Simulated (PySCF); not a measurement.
# Computed properties of ethylmethylamine (C3H9N), SMILES CCNC

ethylmethylamine (C₃H₉N), SMILES CCNC. Geometry optimised at B3LYP-D3(BJ)/def2-SVP. One conformer was computed; it need not be the lowest. All values are computed for the isolated molecule unless a solvent is named; none is compared with measurement here.

**Structure.** All 33 harmonic modes at B3LYP-D3(BJ)/def2-SVP (PySCF) are real, so it is a minimum. With heavy atoms numbered as in [CH3:1][CH2:2][NH:3][CH3:4], the shortest bond between them is N3–C4 at 1.448 Å and the longest C1–C2 at 1.523 Å.

**Vibrations.** The strongest infrared lines (harmonic, unscaled, degenerate partners summed) lie at 2916 cm⁻¹ (134 km/mol, H 95 %), 758 cm⁻¹ (101 km/mol, H 76 %, N 15 %, C 9 %), 2892 cm⁻¹ (87 km/mol, H 93 %). The softest mode is at 125 cm⁻¹ and the zero-point energy is 75.5 kcal/mol.

**Electronic structure.** B3LYP/def2-TZVP (PySCF) places the frontier levels at -6.15 and 0.86 eV, a gap of 7.01 eV, and gives a dipole moment of 0.86 D and a mean polarisability of 48.9 bohr³. PBE/def2-TZVP (PySCF) at the same geometry gives -4.94 and 0.39 eV, so its gap is 1.68 eV narrower. An orbital gap is neither the optical nor the fundamental gap.

**Excitations.** TDA-B3LYP/def2-SVPD (PySCF) has S1 at 5.67 eV (219 nm, f = 0.006, weak); the most intense of the 10 singlets computed lies at 7.51 eV (f = 0.09). T1 (TDA) is at 5.46 eV, 0.21 eV under S1. TDA-PBE/def2-SVPD (PySCF) puts S1 at 5.13 eV. No vertical singlet excitation falls in the visible range (under 3.1 eV).

**NMR.** GIAO shifts at KT2/pcSseg-1 (PySCF) (non-relativistic, atoms alike by connectivity averaged): ¹³C from 20.2 to 53.7 ppm against TMS; ¹H from -0.4 to 2.9 ppm against TMS.

**Solvation.** SMD-ωB97X/def2-SVP (PySCF) gives -2.4 kcal/mol in water, -3.5 kcal/mol in 1-octanol, -2.4 kcal/mol in dimethylsulfoxide (1 M in both phases, gas-phase geometry); of these solvents 1-octanol holds the molecule best.
